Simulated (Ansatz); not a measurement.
Reaction (formal exchange of groups at the Si–F bond): `N[SiH](F)F` + `CO[SiH](N)O` → `N[Si@H](F)O[Si@@H](N)O` + `CF`

Calculated with Ansatz (gas phase, PBE0-D4/def2-TZVP geometries, no zero-point term in ΔE). CCSD(T)/CBS adds triple-zeta CCSD(T) − MP2 to the extrapolated MP2 energy (def2 sets, frozen cores). This one scheme is used for every species. DFT in def2-TZVPP. B3LYP here is the variant with VWN-RPA as its local correlation; programs differ in this. One conformer a species, not always the lowest.

```
             level  ΔE (kcal/mol)
          B3LYP-D4            2.5
           ωB97M-V            3.4
            B2PLYP            4.0
     HF/def2-TZVPP            2.9
   CCSD/def2-TZVPP            3.7
CCSD(T)/def2-TZVPP            3.8
     HF/def2-QZVPP            3.0
    MP2/def2-QZVPP            4.5
```

Task: What does CCSD(T)/CBS give? (Estimate.)

Result: Ansatz gave: +3.8 kcal/mol. The listed levels differ from it by -1.3, -0.4, 0.2, -0.9, -0.1, 0.0, -0.8, 0.7 kcal/mol.

Largest T1 diagnostic among the species: 0.011.

In def2-TZVPP, CCSD(T) changes the Hartree–Fock value by +0.9 kcal/mol (the triples alone add +0.0 kcal/mol) and MP2 by +1.6 kcal/mol. The D4 term adds −1.4 kcal/mol with B3LYP and −0.9 kcal/mol with PBE0; it sums over pairs of atoms, weighted by their polarisabilities, and B3LYP, whose exchange is more repulsive, gets the larger term.
